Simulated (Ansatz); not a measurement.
Ansatz (a program for electronic structure) input (B3LYP/6-31G):

Ansatz 0.2 input:
```yaml
crystal:
  periodic: [false, false, false]
  atoms:
    - {symbol: Al, position_ang: [-0.00000000, -0.00000000, -1.10003200]}
    - {symbol: O, position_ang: [-0.00000000, -0.00000000, -2.80814700]}
    - {symbol: Br, position_ang: [0.00000000, 0.00000000, 1.05044600]}
basis:
  gaussian:
    orbitals: 6-31G
hamiltonian:
  xc: {name: B3LYP}
total_charge: 1
magnetization: {spin_polarized: true, initial_magnetization: 1}
output: {forces: true}
```

Output:

```
Functional definition: B3LYP
integrals: 0.01 GiB planned
472 factors; integrals over basis functions are off by at most 3.6e-4 eV
mean field: 0.23 GiB planned
mean field evaluation 1: about -78643.0045 eV, gradient 7.2e1 eV
mean field evaluation 2: about -78437.4799 eV, gradient 1.3e2 eV
mean field evaluation 4: about -78663.9214 eV, gradient 3.4e1 eV
mean field evaluation 8: about -78670.7725 eV, gradient 2.9e-1 eV
mean field evaluation 16: about -78670.7868 eV, gradient 5.0e-4 eV
mean field evaluation 32: about -78669.9487 eV, gradient 3.4e0 eV
mean field -78670.78680913 eV, -2891.0980902610 hartree, gradient 6.2e-5 eV, S^2 0.755690; 2 other end points of the search recorded, 0 dependent functions left out
the calculation of the forces begins
reference -78670.78702244 eV, -2891.0980981000 hartree; 28, 27 occupied and 23, 24 virtual orbitals, 472 factors
Total energy: -78670.78702244 eV, -2891.0980981000 hartree
Atom 0 at    -0.000000    -0.000000    -1.100032 Å, force     0.000000    -0.000000     0.702220 eV/Å
Atom 1 at    -0.000000    -0.000000    -2.808147 Å, force     0.000000     0.000000    -2.271697 eV/Å
Atom 2 at     0.000000     0.000000     1.050446 Å, force    -0.000000     0.000000     1.569477 eV/Å
Dipole moment:    -0.000000    -0.000000    -0.538340 e Å
```

The dipole moment of an ion depends on the origin.

The geometry given is a B3LYP-D3(BJ)/def2-TZVP minimum.
